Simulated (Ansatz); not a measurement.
(KI)4 ring (K4I4). Charge 0, multiplicity 1. Geometry r2SCAN-D4/def2-SVP.

Cartesian coordinates in Å:
```
I 1.575 1.747 -0.849
I -0.663 0.321 5.328
I -1.612 -1.711 0.841
I 0.695 -0.351 -5.321
K 2.497 2.020 -4.025
K 0.329 0.850 2.181
K -2.459 -2.055 4.031
K -0.362 -0.821 -2.187
```

In the def2 sets I takes a core potential; there is no spin–orbit coupling. Another isomer (singlet) lies 0.83 eV lower at PBE0-D4/def2-TZVP; other spin states weren't run for this one.

Task: Estimate the orbital energies around the gap (eV) in Ansatz with PBE-D4/def2-SVP, PBE-D4/def2-TZVP, r2SCAN-D4/def2-TZVP, PBE0-D4/def2-TZVP, BHLYP-D4/def2-TZVP.

Result: 
```json
{"orbital": "HOMO−9", "PBE-D4/def2-SVP": "-5.78", "PBE-D4/def2-TZVP": "-5.86", "r2SCAN-D4/def2-TZVP": "-6.14", "PBE0-D4/def2-TZVP": "-6.96", "BHLYP-D4/def2-TZVP": "-7.88"}
{"orbital": "HOMO−8", "PBE-D4/def2-SVP": "-5.61", "PBE-D4/def2-TZVP": "-5.69", "r2SCAN-D4/def2-TZVP": "-5.97", "PBE0-D4/def2-TZVP": "-6.77", "BHLYP-D4/def2-TZVP": "-7.66"}
{"orbital": "HOMO−7", "PBE-D4/def2-SVP": "-5.54", "PBE-D4/def2-TZVP": "-5.64", "r2SCAN-D4/def2-TZVP": "-5.93", "PBE0-D4/def2-TZVP": "-6.73", "BHLYP-D4/def2-TZVP": "-7.64"}
{"orbital": "HOMO−6", "PBE-D4/def2-SVP": "-5.47", "PBE-D4/def2-TZVP": "-5.59", "r2SCAN-D4/def2-TZVP": "-5.87", "PBE0-D4/def2-TZVP": "-6.67", "BHLYP-D4/def2-TZVP": "-7.58"}
{"orbital": "HOMO−5", "PBE-D4/def2-SVP": "-5.25", "PBE-D4/def2-TZVP": "-5.33", "r2SCAN-D4/def2-TZVP": "-5.56", "PBE0-D4/def2-TZVP": "-6.39", "BHLYP-D4/def2-TZVP": "-7.28"}
{"orbital": "HOMO−4", "PBE-D4/def2-SVP": "-5.23", "PBE-D4/def2-TZVP": "-5.31", "r2SCAN-D4/def2-TZVP": "-5.55", "PBE0-D4/def2-TZVP": "-6.37", "BHLYP-D4/def2-TZVP": "-7.26"}
{"orbital": "HOMO−3", "PBE-D4/def2-SVP": "-5.13", "PBE-D4/def2-TZVP": "-5.24", "r2SCAN-D4/def2-TZVP": "-5.48", "PBE0-D4/def2-TZVP": "-6.30", "BHLYP-D4/def2-TZVP": "-7.19"}
{"orbital": "HOMO−2", "PBE-D4/def2-SVP": "-5.09", "PBE-D4/def2-TZVP": "-5.20", "r2SCAN-D4/def2-TZVP": "-5.44", "PBE0-D4/def2-TZVP": "-6.26", "BHLYP-D4/def2-TZVP": "-7.15"}
{"orbital": "HOMO−1", "PBE-D4/def2-SVP": "-4.91", "PBE-D4/def2-TZVP": "-5.05", "r2SCAN-D4/def2-TZVP": "-5.30", "PBE0-D4/def2-TZVP": "-6.11", "BHLYP-D4/def2-TZVP": "-6.99"}
{"orbital": "HOMO", "PBE-D4/def2-SVP": "-4.91", "PBE-D4/def2-TZVP": "-5.05", "r2SCAN-D4/def2-TZVP": "-5.30", "PBE0-D4/def2-TZVP": "-6.10", "BHLYP-D4/def2-TZVP": "-6.99"}
{"orbital": "LUMO", "PBE-D4/def2-SVP": "-1.57", "PBE-D4/def2-TZVP": "-1.56", "r2SCAN-D4/def2-TZVP": "-0.93", "PBE0-D4/def2-TZVP": "-1.04", "BHLYP-D4/def2-TZVP": "-0.73"}
{"orbital": "LUMO+1", "PBE-D4/def2-SVP": "-1.44", "PBE-D4/def2-TZVP": "-1.43", "r2SCAN-D4/def2-TZVP": "-0.76", "PBE0-D4/def2-TZVP": "-0.92", "BHLYP-D4/def2-TZVP": "-0.65"}
{"orbital": "LUMO+2", "PBE-D4/def2-SVP": "-0.78", "PBE-D4/def2-TZVP": "-0.79", "r2SCAN-D4/def2-TZVP": "-0.19", "PBE0-D4/def2-TZVP": "-0.29", "BHLYP-D4/def2-TZVP": "0.04"}
{"orbital": "LUMO+3", "PBE-D4/def2-SVP": "-0.49", "PBE-D4/def2-TZVP": "-0.50", "r2SCAN-D4/def2-TZVP": "0.09", "PBE0-D4/def2-TZVP": "-0.01", "BHLYP-D4/def2-TZVP": "0.33"}
{"orbital": "LUMO+4", "PBE-D4/def2-SVP": "0.08", "PBE-D4/def2-TZVP": "0.09", "r2SCAN-D4/def2-TZVP": "0.67", "PBE0-D4/def2-TZVP": "0.60", "BHLYP-D4/def2-TZVP": "0.96"}
{"orbital": "LUMO+5", "PBE-D4/def2-SVP": "0.11", "PBE-D4/def2-TZVP": "0.12", "r2SCAN-D4/def2-TZVP": "0.71", "PBE0-D4/def2-TZVP": "0.63", "BHLYP-D4/def2-TZVP": "0.97"}
```
